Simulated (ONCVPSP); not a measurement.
Which change was made? (Eu, ONCV)

| Property | Result |
| --- | --- |
| Element | Eu |
| Generator | ONCVPSP 4.0.1 |
| Type | optimised norm-conserving Vanderbilt (ONCV) |
| Functional | PBE |
| Relativity | scalar-relativistic |
| Frozen core | [Kr] 4d10 4f6 |
| Valence charge | 11 |
| Reference configuration | 5s2 5p6 5d1 6s1.5 (charge +0.5) |
| Partial waves | 5s+6s: rc 2.05 bohr, ncon 5, nbas 9, qcut 6.4 1/bohr, 2 projectors; 5p: rc 1.75 bohr, ncon 4, nbas 7, qcut 4.7 1/bohr, 3 projectors, debl 2.4 Ha; 5d: rc 3.70 bohr, ncon 4, nbas 8, qcut 4.5 1/bohr, 2 projectors, debl 3.6 Ha |
| Local potential | polynomial inside 1.55 bohr (lpopt 5, dvloc0 4 Ha) |
| Core correction | none |

Cutoffs, loose and tight: the cutoffs (Ha) at which the residual kinetic energy of the hardest occupied pseudo-wave falls to 1 and 0.1 mHa per electron. They do not see the model core or the augmentation charge, which bear on the density cutoff. Test errors are all-electron minus pseudo excitation energies from the reference, over the configurations 5s2 5p6 5d1 6s2; 5s2 5p6 5d1 6s1; 5s2 5p6 5d1 6s0; 5s2 5p6 5d1 6s1 6p1; variants that change the core or the reference have their own tests.

The base gives: outcome: generated; cutoff, loose: 33 Ha; cutoff, tight: 47 Ha; bound ghosts: none; GHOST(+) flags above zero: s; largest test error (meV): +7.0.

Task: After one change the result is: outcome: generated; cutoff, loose: 35 Ha; cutoff, tight: 65 Ha; bound ghosts: p; GHOST(+) flags above zero: s, p; largest test error (meV): +7.6. Which change was it?
A. p: rc 1.56
B. p: rc 1.94
C. p: rc 1.3; local potential polynomial inside 1.30 bohr (lpopt 5, dvloc0 4 Ha)

Result: C. The others give: p: rc 1.56 → outcome: generated; cutoff, loose: 49 Ha; cutoff, tight: 60 Ha; bound ghosts: none; GHOST(+) flags above zero: s, p; largest test error (meV): +7.1 | p: rc 1.94 → outcome: generated; cutoff, loose: 15 Ha; cutoff, tight: 36 Ha; bound ghosts: none; GHOST(+) flags above zero: s, p; largest test error (meV): +7.1.
